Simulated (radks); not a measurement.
Spherical jellium clusters: N electrons in a uniform positive sphere of charge N and radius rs N^(1/3), rs = 4.34 bohr. Method: non-relativistic Kohn-Sham, LDA (Slater exchange, Perdew-Wang correlation), spin-polarised, spherical densities; computed with a radial shooting solver with Libxc functionals. Levels are named by radial order and angular momentum (1s, 1p, 1d, 2s, ...), and open shells are averaged over m.

N = 8, configuration 1s2 1p6. This is the lowest configuration that the search found. Occupied and some empty levels:

| level | occupation | eigenvalue (eV) | <r> (bohr) |
|---|---|---|---|
| 1s | 2 | -4.0702 | 5.817 |
| 1p | 6 | -3.0286 | 7.010 |
| 1d | 0 | -1.7652 | 8.138 |
| 2s | 0 | -1.3228 | 8.087 |
| 1f | 0 | -0.43848 | 9.733 |

Energy (eV): total -14.6596, kinetic 11.342, external -236.56, Hartree 116.64, exchange-correlation -26.465, background 120.38. Static polarisability (adiabatic kernel): 909.7 bohr^3, against R^3 = 654.0 for a classical metal sphere.
